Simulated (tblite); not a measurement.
Compound: C4H6NSi (doublet state).
Cartesian coordinates in Å at the GFN2-xTB level; atoms count from 1:
```xyz
12
C4H6NSi angstrom
C      2.6605   -0.3840    0.6222
C      1.7379    0.0368   -0.0248
Si     0.2983    0.6747   -0.9968
C     -1.2187   -0.3455   -0.4190
C     -1.4296   -0.1431    1.0549
N     -2.2848    0.5407    1.5931
H      3.4715   -0.7500    1.1847
H      0.5115    0.3979   -2.4214
H      0.0969    2.0942   -0.7093
H     -2.1157   -0.0341   -0.9529
H     -1.0493   -1.4055   -0.6088
H     -0.6774   -0.6828    1.6519
```

Computed with GFN2-xTB (tblite): harmonic, unscaled wavenumbers at the GFN2-xTB geometry, gas phase. This tight-binding method is rough: wavenumbers can miss measured ones by several per cent, in bad cases by 10 to 20. Modes of hydrogen on silicon can be 10 to 20 % off. One conformer, not necessarily the lowest. Open shells enter through the occupations alone, without spin polarisation, and single modes of such species can be off by tens of per cent.

Harmonic wavenumbers (cm⁻¹): 44.0, 86.4, 109.5, 215.1, 229.1, 305.4, 383.4, 474.4, 547.6, 645.1, 656.7, 684.4, 686.4, 722.7, 756.5, 806.7, 817.1, 975.7, 1056.1, 1160.3, 1196.1, 1445.8, 1805.4, 2204.8, 2233.4, 2277.7, 2756.3, 2981.9, 3003.7, 3353.0.

A = 4736, B = 1741, C = 1412 MHz; mass 96.027 u (most abundant isotopes); point group C1, symmetry number 1; spin multiplicity 2.

Task: What is the zero-point energy?

Result: Half the sum of the wavenumbers: 17310 cm⁻¹ = 207.07 kJ/mol.

Task: What is S at 298.15 K and 1 bar for an ideal gas of classical rigid rotors and harmonic oscillators?

Result: Translation 165.78, rotation 115.96, vibration 93.13, spin (R ln 2) 5.76: S = 380.6 J/(mol K).

Task: And Cp and H(298.15 K) − H(0)?

Result: Cp = 128.45 J/(mol K), of which vibrations give 95.19 (their classical limit is 30 R = 249.4); H(298.15 K) − H(0) = 24.41 kJ/mol without the zero-point energy, 14.49 from vibrations.

Task: Blend soft modes into free rotors: weight 1/[1 + (100 cm⁻¹/ν̃)⁴] for the oscillator and the rest for a rotor with moment μB/(μ + B), μ = h/(8π²ν), B = 10⁻⁴⁴ kg m². What vibrational entropy results?

Result: 84.70 J/(mol K) in place of 93.13, which changes −T·S at 298.15 K by +2.51 kJ/mol.

Task: How do the functions run with temperature in this model?

Result: 
```
 T (K)  S (J/(mol K))  Cp (J/(mol K))  H − H(0) (kJ/mol)  G − H(0) (kJ/mol)  ln q(vib)
    50          239.4            50.8               2.03              -9.94       0.47
   100          279.7            66.9               4.99             -22.98       1.43
373.15          411.6           147.2              34.77            -118.80       6.82
   500          458.2           171.5              55.06            -174.04       9.22
   750          534.3           203.8             102.28            -298.47      13.60
  1000          596.1           225.2             156.08            -440.02      17.50
```

q(vib) and H(0) count from the zero-point level.

Hindered rotation and anharmonicity are outside this model. Other conformers, if any are populated, would add a mixing term that is left out. The structure is chiral; the term R ln 2 for an equal mix with its mirror image is left out.
